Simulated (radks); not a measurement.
The numbers below are computed, except where a source is named.
Species: Tm. Configuration: [Xe] 4f13 6s2 (the NIST ground configuration). Level of theory: scalar-relativistic Kohn-Sham, exchange-only B88, spin-polarised, spherical densities, finite nucleus; open shells are filled with parallel spins first (spin-orbit coupling, left out, can overturn this in heavy ions); Fermi nuclear charge, rms radius 5.2256 fm (a radial shooting solver on a logarithmic mesh with Libxc functionals).

Unscreened Slater integrals over Kohn-Sham orbitals (hartree). They are taken over the spin-up orbitals.

| integral | value |
|---|---|
| F0(4f,4f) | 1.1831 |
| F2(4f,4f) | 0.54473 |
| F4(4f,4f) | 0.33868 |
| F6(4f,4f) | 0.24283 |
| F0(4f,6s) | 0.29524 |
| G3(4f,6s) | 0.0092393 |
| F0(4f,5p) | 0.73443 |
| F2(4f,5p) | 0.24608 |
| G2(4f,5p) | 0.13354 |
| G4(4f,5p) | 0.10069 |
| F0(6s,6s) | 0.22393 |
| F0(6s,5p) | 0.28473 |
| G1(6s,5p) | 0.019212 |
| F0(5p,5p) | 0.61206 |
| F2(5p,5p) | 0.32669 |

Derived for the open shells (J is the average intra-shell exchange parameter used in DFT+U). 4f: F4/F2 = 0.622, F6/F2 = 0.446, J = (286 F2 + 195 F4 + 250 F6)/6435 = 0.04391 hartree.
